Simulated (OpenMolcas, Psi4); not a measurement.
**BF3 (boron trifluoride): methods side by side**

BF3 has 4 atoms, charge 0, and is taken as a singlet. SMILES: `FB(F)F`. Geometry: relaxed at PBE0-D4/def2-TZVP.

Quantity: the vertical ionisation energy (to the doublet cation), in eV. The values are calculated.

```tsv
level	kind	program	value (eV)	CPU time (all runs)
SVWN5/aug-cc-pVDZ	LDA	Psi4	14.79	49 s
BLYP/aug-cc-pVDZ	GGA	OpenMolcas	14.41	91 s
PBE/aug-cc-pVDZ	GGA	OpenMolcas	14.49	85 s
M06-L/aug-cc-pVDZ	meta-GGA	OpenMolcas	14.77	96 s
TPSS/aug-cc-pVDZ	meta-GGA	Psi4	14.51	2.9 min
r2SCAN/aug-cc-pVDZ	meta-GGA	OpenMolcas	14.86	1.7 min
B3LYP/aug-cc-pVDZ	global hybrid	OpenMolcas	15.26	68 s
BHLYP/aug-cc-pVDZ	global hybrid	OpenMolcas	16.06	60 s
```

The values span 14.41 to 16.06 eV. CPU times are rough (shared hosts, several kinds of processor): they show what a rung costs within a factor of a few.
